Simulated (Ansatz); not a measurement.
Species: tribromo(ethenyl)germane, C$_{2}$H$_{3}$Br$_{3}$Ge (charge 0, singlet). 
Structure (B3LYP-D3(BJ)/def2-TZVP (Ansatz, a quantum-chemistry and plane-wave program) minimum search):
SMILES: [CH]([Ge]([Br])([Br])[Br])=C
```xyz
9

C     -2.9964    -0.7739    -0.6588
C     -2.2587     0.0186     0.1053
Ge    -0.3267     0.0316     0.0441
Br     0.4520     2.1378    -0.5214
Br     0.5533    -0.5018     2.1186
Br     0.4613    -1.4921    -1.5097
H     -4.0793    -0.7585    -0.6019
H     -2.5566    -1.4656    -1.3673
H     -2.7047     0.7091     0.8128
```

Basis-set convergence of Hartree-Fock and CCSD(T) correlation energies (hartree) with Ansatz. Correlated levels leave the core frozen unless marked. No spin-orbit coupling. The frozen core is the preceding noble-gas configuration, with the filled d and f shells of earlier blocks. Non-relativistic.

```tsv
basis	functions	E(HF)	E(corr, CCSD(T))
cc-pVDZ	151	-9870.10304	-0.76584
cc-pVTZ	274	-9870.43264	-1.00650
cc-pVQZ	472	-9870.44978	-1.08964
```

Extrapolating the two largest sets (X = 3 and 4) as X^-3: E(corr) = (64·(-1.08964) - 27·(-1.00650))/37 = -1.1503 Eh, an estimate of the basis-set limit. The largest set recovers 94.7 % of it, the smallest 66.6 %.
